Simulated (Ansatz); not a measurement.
A search over several starts for the lowest SCF solution of (MgTe)2 ring (Mg₂Te₂) at the given spin, in a small basis.

```yaml
crystal:
  periodic: [false, false, false]
  atoms:
    - {symbol: Mg, position_ang: [0.827004, 0.827950, 0.777598]}
    - {symbol: Te, position_ang: [0.251528, 1.417841, -1.777139]}
    - {symbol: Mg, position_ang: [-0.827012, -0.827943, -0.777592]}
    - {symbol: Te, position_ang: [-0.251520, -1.417849, 1.777134]}
basis:
  gaussian: {orbitals: def2-SVP, initial_orbitals: start.molden}
hamiltonian: {xc: pbe0, dispersion: d4}
output: {orbitals: {seedname: orbitals}}
```

The file start.molden holds the orbitals of an earlier run on this structure, at another level or in another basis.

```sh
$ ansatz run in.yaml --threads 4 --pin off --events-out ev --progress --plain --max-ram 3916MiB
```

It prints (some lines left out):

```
Functional definition: PBE0
954 factors; integrals over basis functions are off by at most 1.6e-4 eV
mean field evaluation 1: about -25470.1134 eV, gradient 5.2e0 eV
mean field evaluation 2: about -25470.1971 eV, gradient 1.1e-1 eV
mean field evaluation 4: about -25470.3653 eV, gradient 2.0e-3 eV
mean field evaluation 8: about -25468.0736 eV, gradient 2.1e1 eV
mean field evaluation 16: about -25470.3653 eV, gradient 1.2e-2 eV
mean field -25470.36533565 eV, -936.0186616515 hartree, gradient 7.1e-5 eV, S^2 0.000000; 1 other end points of the search recorded, 0 dependent functions left out
reference -25470.36536409 eV, -936.0186626967 hartree; 36, 36 occupied and 52, 52 virtual orbitals, 954 factors
Total energy: -25470.50570809 eV, -936.0238202436 hartree
```

Hardware: 4 threads of Arm Neoverse V2 on a shared host. Wall time 1.6 s.

In the def2 sets Te takes a core potential; there is no spin–orbit coupling.
